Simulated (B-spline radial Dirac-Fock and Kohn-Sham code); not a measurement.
Binding energies of Te⁶⁺ in different valence configurations

These are calculated numbers from a radial B-spline solver; the model is ΔSCF Dirac-Fock with Breit, self-energy and vacuum polarisation, finite nucleus, configuration average. No correlation.

Reference: the tabulated ground configuration [Kr] 4d10, with 1s 31901.2 eV, 2s 5033.2 eV, 3s 1096.5 eV, 3p1/2 959.8 eV, 3p3/2 908.2 eV, 4p3/2 204.2 eV, Kα1 27471.2 eV, Kβ1 30993.0 eV.

Shifts from the reference in eV.

| configuration | average energy | 1s | 2s | 3s | 3p1/2 | 3p3/2 | 4p3/2 | Kα1 | Kβ1 |
| --- | --- | --- | --- | --- | --- | --- | --- | --- | --- |
| [Kr] 4d9 5s1 | +39.22 | +9.62 | +10.25 | +9.66 | +9.65 | +9.61 | +6.42 | -0.58 | +0.01 |
| [Kr] 4d9 5p1 | +52.68 | +10.90 | +11.46 | +10.89 | +10.93 | +10.89 | +7.66 | -0.54 | +0.01 |
